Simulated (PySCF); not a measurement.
# Stretching LaB

Set-up: PySCF, spin-free X2C with a Gaussian nucleus, basis sets La x2c-SVPall, B x2c-SVPall. Energies in eV from La (5d1 6s2) + B in their ground configurations at the same level. State: quintet, about 0.0 electrons in the 4f shell (Mulliken).

| R (Å) | UHF-CCSD |
| --- | --- |
| 2.106 | -2.025 |
| 2.200 | -2.303 |
| 2.270 | -2.406 |
| 2.340 | -2.437 |
| 2.410 | -2.412 |
| 2.504 | -2.313 |
| 2.621 | -2.118 |
| 2.761 | -1.826 |

Problem. Put a parabola through the three lowest points of the UHF-CCSD curve and estimate Re, k and ωe (reduced mass 10.2 u; 1 eV/Å² = 0.16022 mdyn/Å; ωe = 1302.8·√(k/μ) cm⁻¹).

Solution. Through R = 2.27, 2.34, 2.41 Å the second-order coefficient is 5.71 eV/Å², so Re ≈ 2.344 Å, k ≈ 1.83 mdyn/Å and ωe ≈ 552 cm⁻¹. A polynomial fit of higher order to the unrounded UHF-CCSD energies gives Re = 2.341 Å, k = 1.82 mdyn/Å, ωe = 550 cm⁻¹; anharmonicity and rounding make the difference.

The higher-order fit for each curve: UHF-CCSD: Re = 2.341 Å, ωe = 550 cm⁻¹, De = 2.44 eV.

Correlated steps freeze 19 core orbitals. Correlated levels converge slowly with the basis: in double zeta they bind strong bonds too weakly, by up to about 1 eV, and carry superposition errors of some tenths. These are scalar-relativistic numbers at best; spin–orbit coupling would shift them, the dissociation energy most. The state is the lowest single determinant that the PBE0 search found; with open d or f shells the true ground state can be another one.
